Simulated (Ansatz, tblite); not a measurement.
Adding an electron: Ca₂O⁺. Total charge 1; doublet. Geometry: B3LYP-D4/def2-TZVP. Ansatz, gas phase; energy differences of separate SCF runs; the reduced species is a triplet (the singlet lies 0.38 eV higher at PBE0-D4/def2-TZVP).

```xyz
3

Ca    1.234   -1.482   -0.491
Ca   -1.233    1.483    0.491
O    -0.002   -0.001   -0.001
```

The xTB rows come from tblite. The structure comes from a short search, and lower isomers may exist.

| level | −HOMO (eV) | −LUMO (eV) | vertical EA (eV) | HOMO–LUMO gap (eV) |
| --- | --- | --- | --- | --- |
| GFN2-xTB | – | – | 10.12 | – |
| r2SCAN-D4/def2-TZVP | 6.66 | 6.32 | 4.69 | 0.34 |
| PBE0-D4/def2-TZVP | 6.96 | 5.98 | 4.76 | 0.98 |

**Question.** Estimate the rows for GFN1-xTB, PBE-D4/def2-TZVP.

**Answer.** 
```json
{"level": "GFN1-xTB", "−HOMO (eV)": "–", "−LUMO (eV)": "–", "vertical EA (eV)": "8.53", "HOMO–LUMO gap (eV)": "–"}
{"level": "PBE-D4/def2-TZVP", "−HOMO (eV)": "6.66", "−LUMO (eV)": "6.35", "vertical EA (eV)": "4.64", "HOMO–LUMO gap (eV)": "0.31"}
```

  HOMO and LUMO are the levels of the spin that leaves or enters (xTB has no such levels and no spin-polarisation term). Other spin states of the ions may lie lower, which would lower the ionisation energy or raise the affinity. Raw xTB energy differences between charge states are shifted by several eV; the methods need an empirical correction for them.
